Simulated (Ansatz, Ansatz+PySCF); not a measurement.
```xyz
2

P     0.0000    0.0000    0.0000
O     0.0000    0.0000    2.0400
```

Basis set: STO-3G (spherical functions). Correlated methods keep 6 orbitals frozen. Correlation on ROHF uses semicanonical orbitals with singles. Charge 0, multiplicity 2.

Computed with Ansatz (development build ahead of 0.2.0); the reference of a correlated method needn't be the lowest determinant of its kind.

The atomization energy at this shape (free ground-state atoms in the same class of orbitals less the molecule, no zero-point energy) of doublet PO:

| method | atomization energy |
| --- | --- |
| UHF-CCSD(T) | 1.56 eV |

Question: What does ROHF-CCSD(T) give?

Answer: 3.61 eV. Caution: large amplitudes, a single reference is doubtful; the reference determinant was not shown to be the lowest; the shape is not the minimum. Caution for UHF-CCSD(T): a plain start can end on a higher determinant; the program doubts this total; the unrestricted determinant is a mixture of spin states. Caution for ROHF-CCSD(T): an unrestricted determinant lies well below.

This basis has no polarisation functions and is too small for such energies, which can lie far from measured ones in either direction.
